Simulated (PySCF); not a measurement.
## Radial density of Ni (nickel, neutral)

BP86, [Ar] 3d8 4s2, high-spin 3F determinant. Computed with PySCF 2.14 in aug-cc-pVDZ-DK (7s6p4d2f, 59 functions), with the spin-free X2C one-electron Hamiltonian (Gaussian nucleus).

```tsv
r (bohr)	4πr²ρ (e/bohr)	4πr²(ρα − ρβ)
0.000960	0.2574	0.0000
0.00161	0.6447	0.0000
0.00271	1.581	0.0001
0.00457	3.739	0.0002
0.00768	8.325	0.0004
0.0129	16.65	0.0008
0.0217	27.69	0.0013
0.0365	34.06	0.0016
0.0615	29.02	0.0037
0.103	28.93	0.0268
0.174	38.51	0.1744
0.293	22.22	0.7920
0.492	18.03	1.8749
0.828	16.73	1.7894
1.39	4.552	0.6869
2.34	1.345	0.1097
3.94	0.3483	-0.0086
6.63	0.01613	-0.0019
11.1	7.630e-05	0.0000
```

Densities and radii are taken from the X2C orbitals without a picture-change correction, which distorts them close to the nucleus.

Problem. Where is the radial spin density 4πr²(ρα − ρβ) most negative, and why is it negative at all?

Solution. Around r = 3.94 bohr, down to -0.0086 e/bohr: exchange with the open shell polarises the paired shells in an unrestricted calculation.
